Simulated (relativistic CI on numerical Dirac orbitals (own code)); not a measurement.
## Spin-allowed bands of a d8 ion in an octahedral site, by hand

Problem. Take Δ = 13800 cm⁻¹ and B = 630 cm⁻¹ for a d8 ion in an octahedral site. Calculate the three spin-allowed bands.

Working.
1. The terms of highest spin are 3F (energy 0) and 3P (15B = 9450 cm⁻¹). Here the F term splits into A2 at −1.2Δ = -16560, T2 at −0.2Δ = -2760 and T1 at +0.6Δ = 8280 cm⁻¹.
2. The two T1 states mix through the element 0.4Δ: H = [[8280, 5520], [5520, 9450]], with roots ½(H₁₁ + H₂₂) ∓ ½√[(H₂₂ − H₁₁)² + 4H₁₂²] = ½(17730) ∓ ½(11102) = 3314 and 14416 cm⁻¹.
3. The ground term is 3A2 at -16560 cm⁻¹.
4. Bands: 3T2 13800 cm⁻¹ (725 nm), 3T1(F) 19874 cm⁻¹ (503 nm), 3T1(P) 30976 cm⁻¹ (323 nm).

Check. Exact diagonalisation of the whole d8 shell with these parameters gives 3T2 13800, 3T1 19874, 3T1 30976 cm⁻¹. The match is exact, since without spin-orbit coupling no other term has this spin. The ratio of the second band to the first, 1.440, depends on Δ/B = 21.9 alone, which is how a Tanabe-Sugano diagram is read.
